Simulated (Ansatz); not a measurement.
Consider the germylene formation by 1,1-elimination: `C=[CH][GeH3]` → `C=C` + `[GeH2]`.

Isolated molecules relaxed with PBE0-D4/def2-TZVP in Ansatz; ΔE leaves out vibrations. CCSD(T)/CBS adds triple-zeta CCSD(T) − MP2 to the extrapolated MP2 energy (def2 sets, frozen cores). This one scheme is used for every species. DFT in def2-TZVPP. For Ge outer-core shells are correlated without core-valence functions, which leaves a few kJ/mol of doubt a bond. Scalar relativity is left out up to krypton.

`C=[CH][GeH3]`:

```xyz
9

C     0.209    0.190    1.551
C    -0.404   -0.384    0.523
Ge    0.019    0.026   -1.323
H     0.992    0.930    1.415
H    -0.043   -0.055    2.580
H    -1.181   -1.120    0.720
H     0.493   -1.238   -2.063
H     1.135    1.084   -1.347
H    -1.221    0.568   -2.055
```

`C=C`:

Cartesian coordinates in Å:
```
C -0.323 0.520 0.251
C 0.323 -0.520 -0.251
H -0.355 0.708 1.319
H -0.846 1.226 -0.384
H 0.355 -0.708 -1.319
H 0.846 -1.226 0.384
```

`[GeH2]`:

Z-matrix (Å, degrees):
```
Ge
H 1 1.595
H 1 1.594 2 90.6
```

Question: Is it downhill or uphill in electronic energy at CCSD(T)/CBS, and by how much? (Best estimate.)

Answer: Ansatz gave: Uphill: ΔE = +37.6 kcal/mol.

Question: What do these levels give: BLYP-D4, B97M-V, CAM-B3LYP-D4, ωB97X-V, PBE, revPBE, BHLYP, MP2/def2-SVP, HF/def2-TZVPP, MP2/def2-QZVPP, SCS-MP2/def2-QZVPP, CCSD/CBS(def2)? (Estimate.)

Answer: Ansatz gave: BLYP-D4 30.4, B97M-V 38.1, CAM-B3LYP-D4 35.8, ωB97X-V 38.5, PBE 35.0, revPBE 30.8, BHLYP 33.1, MP2/def2-SVP 40.5, HF/def2-TZVPP 30.2, MP2/def2-QZVPP 42.1, SCS-MP2/def2-QZVPP 38.7, CCSD/CBS(def2) 36.2 kcal/mol.

Largest T1 diagnostic among the species: 0.012.

Leaving LDA and LC-ωPBE aside and taking each functional with its dispersion term where it has one, the values, not all of them listed here, spread over 11.4 kcal/mol, from BLYP-D4 to PBE-QIDH. LDA lies +10.7 kcal/mol from PBE without D4. The D4 term adds +2.7 kcal/mol with B3LYP and +1.4 kcal/mol with PBE0; it sums over pairs of atoms, weighted by their polarisabilities, and B3LYP, whose exchange is more repulsive, gets the larger term. From BLYP to BHLYP (50 % exact exchange), in def2-TZVPP and without D4, ΔE moves by +6.2 kcal/mol.

B3LYP here is the variant with VWN-RPA as its local correlation; programs differ in this.
